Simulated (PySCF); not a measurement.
PySCF job for In(Me)2(Et) (C4H11In), SMILES C[CH2][In]([CH3])[CH3], TDDFT-ωB97X/def2-SVPD. The structure is a stationary point at PBE0-D3(BJ)/def2-SVP. The isomer is the one that the SMILES or the coordinates give; other isomers of the formula were not compared. The def2 effective core potentials stand for the cores of In; spin–orbit coupling is left out. Other conformers were not sampled.

```python
import numpy as np
from pyscf import gto, scf, dft, tdscf

mol = gto.M(
    atom='''
    In   -0.05328735    0.25943208    0.16992737
    C     1.20204720    1.42692329   -1.17161284
    H     2.18410970    1.59620623   -0.70075665
    H     0.75625740    2.41290415   -1.37184221
    H     1.36660375    0.90698504   -2.12656016
    C    -1.00890519    1.23927240    1.86049532
    H    -1.54946359    0.52701366    2.49988087
    H    -1.72261289    1.99570918    1.49705344
    H    -0.25672164    1.76331850    2.47062129
    C    -0.32204866   -1.87830424   -0.20060757
    C     0.38007172   -2.41573410   -1.44083433
    H    -1.40961895   -2.06223395   -0.24901547
    H     0.01901943   -2.40551166    0.70769336
    H     1.47066341   -2.26295093   -1.39649673
    H     0.03173608   -1.91810304   -2.36055459
    H     0.21411689   -3.49845333   -1.58110814
    ''',
    basis='def2-SVPD',
    ecp={'In': 'def2-svp'},
    charge=0,
    spin=0,
    max_memory=1600,
    verbose=4,
)
mf = dft.RKS(mol, xc='wb97x').density_fit(auxbasis='def2-universal-jkfit')
mf.grids.level = 3
mf.conv_tol = 1e-9
mf.max_cycle = 100
mf.kernel()
mf.grids = dft.Grids(mol).set(level=1).build(with_non0tab=True)  # coarser grid for the response kernel
td = tdscf.TDDFT(mf)
td.singlet = True
td.nstates = 10
td.conv_tol = 1e-4
td.kernel(x0=td.get_init_guess(mf, 15))
td.analyze()
tt = tdscf.TDA(mf)
tt.singlet = False
tt.nstates = 4
tt.conv_tol = 1e-4
tt.kernel(x0=tt.get_init_guess(mf, 9))
tt.analyze(verbose=3)
```

It prints:

```
PySCF version 2.14.0

[INPUT] verbose = 4
[INPUT] num. atoms = 16
[INPUT] num. electrons = 56
[INPUT] charge = 0
[INPUT] spin (= nelec alpha-beta = 2S) = 0
[INPUT] symmetry False subgroup None
[INPUT] Mole.unit = angstrom
[INPUT] Symbol           X                Y                Z      unit          X                Y                Z       unit  Magmom
[INPUT]  1 In    -0.053287350000   0.259432080000   0.169927370000 AA   -0.100698497404   0.490255579126   0.321116190368 Bohr   0.0
[INPUT]  2 C      1.202047200000   1.426923290000  -1.171612840000 AA    2.271539996800   2.696494218863  -2.214027391624 Bohr   0.0
[INPUT]  3 H      2.184109700000   1.596206230000  -0.700756650000 AA    4.127369159006   3.016392613025  -1.324238148468 Bohr   0.0
[INPUT]  4 H      0.756257400000   2.412904150000  -1.371842210000 AA    1.429119365676   4.559728008326  -2.592406063018 Bohr   0.0
[INPUT]  5 H      1.366603750000   0.906985040000  -2.126560160000 AA    2.582506808304   1.713953324678  -4.018616289811 Bohr   0.0
[INPUT]  6 C     -1.008905190000   1.239272400000   1.860495320000 AA   -1.906554494752   2.341885429732   3.515826610835 Bohr   0.0
[INPUT]  7 H     -1.549463590000   0.527013660000   2.499880870000 AA   -2.928061825085   0.995911481305   4.724090188339 Bohr   0.0
[INPUT]  8 H     -1.722612890000   1.995709180000   1.497053440000 AA   -3.255266580746   3.771343774480   2.829020995438 Bohr   0.0
[INPUT]  9 H     -0.256721640000   1.763318500000   2.470621290000 AA   -0.485133589849   3.332189035379   4.668797595620 Bohr   0.0
[INPUT] 10 C     -0.322048660000  -1.878304240000  -0.200607570000 AA   -0.608583766183  -3.549480592209  -0.379093365815 Bohr   0.0
[INPUT] 11 C      0.380071720000  -2.415734100000  -1.440834330000 AA    0.718231458492  -4.565075838773  -2.722782274571 Bohr   0.0
[INPUT] 12 H     -1.409618950000  -2.062233950000  -0.249015470000 AA   -2.663793755497  -3.897057370280  -0.470571039080 Bohr   0.0
[INPUT] 13 H      0.019019430000  -2.405511660000   0.707693360000 AA    0.035941513745  -4.545758226848   1.337346630573 Bohr   0.0
[INPUT] 14 H      1.470663410000  -2.262950930000  -1.396496730000 AA    2.779151066319  -4.276357491030  -2.638996353551 Bohr   0.0
[INPUT] 15 H      0.031736080000  -1.918103040000  -2.360554590000 AA    0.059972499467  -3.624689424296  -4.460801677185 Bohr   0.0
[INPUT] 16 H      0.214116890000  -3.498453330000  -1.581108140000 AA    0.404622280744  -6.611118653273  -2.987861357920 Bohr   0.0

nuclear repulsion = 258.342243445866
number of shells = 88
number of NR pGTOs = 297
number of NR cGTOs = 200
basis = def2-SVPD
ecp = {'In': 'def2-svp'}


[settings echo left out]
init E= -327.201089046974
  HOMO = -0.614756741973006  LUMO = -0.482917814562247  gap/eV = 3.58752
cycle= 1 E= -348.128792065745  delta_E= -20.9  |g|= 1.95  |ddm|= 14.9
  HOMO = -0.0824809987312983  LUMO = 0.0742606974263698  gap/eV = 4.26516
cycle= 2 E= -348.550483791146  delta_E= -0.422  |g|= 1.71  |ddm|= 9.76
  HOMO = -0.294374284679314  LUMO = 0.0536566413216684  gap/eV = 9.47040
cycle= 3 E= -349.037965755566  delta_E= -0.487  |g|= 0.0784  |ddm|= 3.36
  HOMO = -0.332831948894361  LUMO = 0.0284264778165291  gap/eV = 9.83034
cycle= 4 E= -349.04024775929  delta_E= -0.00228  |g|= 0.0315  |ddm|= 0.388
  HOMO = -0.326402237719167  LUMO = 0.033077397631029  gap/eV = 9.78194
cycle= 5 E= -349.040559817035  delta_E= -0.000312  |g|= 0.00919  |ddm|= 0.0618
  HOMO = -0.327933831227796  LUMO = 0.0334695004107086  gap/eV = 9.83429
cycle= 6 E= -349.040594670901  delta_E= -3.49e-05  |g|= 0.00306  |ddm|= 0.0334
  HOMO = -0.327766179599861  LUMO = 0.0333818886504034  gap/eV = 9.82734
cycle= 7 E= -349.040598921607  delta_E= -4.25e-06  |g|= 0.000535  |ddm|= 0.0118
  HOMO = -0.327838778806825  LUMO = 0.033387836261161  gap/eV = 9.82948
cycle= 8 E= -349.040599090428  delta_E= -1.69e-07  |g|= 0.00031  |ddm|= 0.003
  HOMO = -0.327812727829969  LUMO = 0.0333969340205229  gap/eV = 9.82902
cycle= 9 E= -349.040599125295  delta_E= -3.49e-08  |g|= 4.77e-05  |ddm|= 0.000936
  HOMO = -0.327811273623661  LUMO = 0.0333998773516679  gap/eV = 9.82906
cycle= 10 E= -349.040599127286  delta_E= -1.99e-09  |g|= 1.47e-05  |ddm|= 0.00027
  HOMO = -0.327811014156318  LUMO = 0.0333996764067237  gap/eV = 9.82904
cycle= 11 E= -349.040599127477  delta_E= -1.91e-10  |g|= 3.58e-06  |ddm|= 7.3e-05
  HOMO = -0.327810879296253  LUMO = 0.0333993985162788  gap/eV = 9.82903
Extra cycle  E= -349.040599127486  delta_E= -8.41e-12  |g|= 1.74e-06  |ddm|= 1.93e-05
converged SCF energy = -349.040599127486
tot grids = 56000


******** <class 'pyscf.tdscf.rks.TDDFT'> for <class 'pyscf.df.df_jk.DFRKS'> ********
nstates = 10 singlet
deg_eia_thresh = 1.000e-03
wfnsym = None
conv_tol = 0.0001
eigh lindep = 1e-12
eigh level_shift = 0
eigh max_cycle = 100


Excitation energies (eV)
[4.69602725 5.04780084 6.18787099 6.5413466  7.40553071 7.58641774
 7.88633798 7.91177361 8.1721361  8.32802484]

** Singlet excitation energies and oscillator strengths **
Excited State   1:      4.69603 eV    264.02 nm  f=0.0000
      28 -> 29       -0.69763
Excited State   2:      5.04780 eV    245.62 nm  f=0.0000
      27 -> 29        0.69820
Excited State   3:      6.18787 eV    200.37 nm  f=0.1669
      28 -> 30        0.65109
      28 -> 32        0.15984
Excited State   4:      6.54135 eV    189.54 nm  f=0.2050
      27 -> 30        0.65673
      27 -> 33        0.15108
      28 -> 31        0.10688
Excited State   5:      7.40553 eV    167.42 nm  f=0.0221
      28 -> 31       -0.64048
      28 -> 42       -0.11578
Excited State   6:      7.58642 eV    163.43 nm  f=0.0108
      25 -> 30       -0.12736
      27 -> 31        0.25818
      27 -> 38       -0.10787
      28 -> 32       -0.51993
      28 -> 33        0.22728
      28 -> 37        0.14764
Excited State   7:      7.88634 eV    157.21 nm  f=0.0030
      27 -> 31        0.49775
      27 -> 32        0.10886
      27 -> 33        0.12403
      28 -> 33       -0.38907
Excited State   8:      7.91177 eV    156.71 nm  f=0.0104
      27 -> 32        0.61816
      27 -> 33        0.11553
      28 -> 33        0.20981
Excited State   9:      8.17214 eV    151.72 nm  f=0.2232
      26 -> 29        0.37263
      27 -> 31       -0.22198
      27 -> 32        0.12897
      28 -> 30        0.17647
      28 -> 32       -0.26128
      28 -> 33       -0.31423
      28 -> 35       -0.15958
      28 -> 36       -0.10869
Excited State  10:      8.32802 eV    148.88 nm  f=0.0013
      25 -> 29       -0.15771
      26 -> 29       -0.10411
      28 -> 34       -0.56470
      28 -> 35        0.14860
      28 -> 39        0.26857

** Transition electric dipole moments (AU) **
state          X           Y           Z        Dip. S.      Osc.
  1        -0.0042      0.0046     -0.0055      0.0001      0.0000
  2        -0.0013     -0.0014      0.0038      0.0000      0.0000
  3         0.1803      1.0264      0.1222      1.1010      0.1669
  4         0.6689     -0.0413     -0.9111      1.2793      0.2050
  5        -0.0556      0.2913      0.1841      0.1218      0.0221
  6        -0.0275      0.2036      0.1262      0.0581      0.0108
  7         0.0727     -0.0159     -0.1007      0.0157      0.0030
  8        -0.0878      0.1202      0.1776      0.0537      0.0104
  9        -0.1342     -1.0301     -0.1885      1.1147      0.2232
 10        -0.0203     -0.0641     -0.0455      0.0066      0.0013

WARN: ECP detected. Skipping calculation of transition velocity and magnetic dipole moments, which have not yet been implemented.



******** <class 'pyscf.tdscf.rks.TDA'> for <class 'pyscf.df.df_jk.DFRKS'> ********
nstates = 4 triplet
deg_eia_thresh = 1.000e-03
wfnsym = None
conv_tol = 0.0001
eigh lindep = 1e-12
eigh level_shift = 0
eigh max_cycle = 100


Excitation energies (eV)
[4.49871227 4.85817289 5.48841965 5.82766447]

** Triplet excitation energies and oscillator strengths **
Excited State   1:      4.49871 eV    275.60 nm  f=0.0000
Excited State   2:      4.85817 eV    255.21 nm  f=0.0000
Excited State   3:      5.48842 eV    225.90 nm  f=0.0000
Excited State   4:      5.82766 eV    212.75 nm  f=0.0000
```

The calculation finished and met its thresholds.
